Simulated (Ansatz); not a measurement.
`CB[SiH2][AlH2]` + `C[NH][AlH2]` → `C[N]([AlH2])[AlH2]` + `CB[SiH3]`  (cleavage of the Al–Si bond)

Calculated with Ansatz (gas phase, PBE0-D4/def2-TZVP geometries, no zero-point term in ΔE). CCSD(T)/CBS adds triple-zeta CCSD(T) − MP2 to the extrapolated MP2 energy (def2 sets, frozen cores). DFT in def2-TZVPP. Each species was taken in one conformer, which may not be the lowest.

CCSD(T)/CBS gives -68.7 kJ/mol.

Question: Another level gave -48.9 kJ/mol. Which?
A. LC-ωPBE/def2-TZVPP
B. HF/def2-TZVPP
C. revPBE-D4/def2-TZVPP
D. B2PLYP/def2-TZVPP

Answer: C. revPBE-D4 -48.9, B2PLYP -70.8, LC-ωPBE -61.5, HF/def2-TZVPP -76.8 kJ/mol.

Largest T1 diagnostic among the species: 0.014.

From PBE to PBE0 (25 % exact exchange), in def2-TZVPP and without D4, ΔE moves by −5.3 kJ/mol. The D4 term adds −3.2 kJ/mol with B3LYP and −1.5 kJ/mol with PBE0; it sums over pairs of atoms, weighted by their polarisabilities, and B3LYP, whose exchange is more repulsive, gets the larger term. Leaving LDA and LC-ωPBE aside and taking each functional with its dispersion term where it has one, the values, not all of them listed here, spread over 26.0 kJ/mol, from ωB97M-V to PBE-D4. LDA lies −5.3 kJ/mol from PBE without D4.

B3LYP here is the variant with VWN-RPA as its local correlation; programs differ in this.
